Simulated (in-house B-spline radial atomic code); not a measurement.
A radial electron density 4πr²n(r) was computed for an atom or ion in its tabulated ground configuration with an all-electron radial atomic-structure program (B-spline basis); method: Dirac-Kohn-Sham LDA exchange-only, spherical fractional occupations. Columns: r (bohr), 4πr²n(r) (electrons per bohr), bar.

```
0.000504    2.828 #
0.000623    3.973 #
 0.00077    5.553 ##
0.000952    7.719 ##
 0.00118     10.7 ###
 0.00145    14.51 #####
  0.0018    19.79 ######
 0.00222     26.4 ########
 0.00275    34.89 ###########
  0.0034    45.15 ##############
  0.0042    57.06 ##################
 0.00519    70.14 ######################
 0.00642    83.42 ###########################
 0.00794    95.21 ###############################
 0.00981    103.5 #################################
  0.0121    106.8 ##################################
   0.015    104.6 ##################################
  0.0185    99.07 ################################
  0.0229     94.7 ##############################
  0.0283    97.35 ###############################
   0.035    109.7 ###################################
  0.0433    126.9 #########################################
  0.0535    137.3 ############################################
  0.0662    131.6 ##########################################
  0.0818    115.2 #####################################
   0.101    106.9 ##################################
   0.125    116.6 #####################################
   0.155    126.6 #########################################
   0.191    111.4 ####################################
   0.236    79.74 ##########################
   0.292    65.94 #####################
   0.361    74.96 ########################
   0.446    76.29 ########################
   0.552    56.96 ##################
   0.682    34.62 ###########
   0.843    22.22 #######
    1.04    16.31 #####
    1.29    10.87 ###
    1.59    5.867 ##
    1.97    2.443 #
    2.43   0.8222 
    3.01   0.2044 
    3.72  0.03454 
     4.6 0.003317 
    5.69 0.0001527
```

Question: Which atom or ion is it?
A. Re5+
B. Ta4+
C. Re4+
D. Re3+

Answer: C. The area under the curve, ∫4πr²n dr = ∫r·4πr²n d(ln r) on this logarithmic grid, is 71 electrons, which only this option has. The configuration is [Xe] 4f14 5d3.
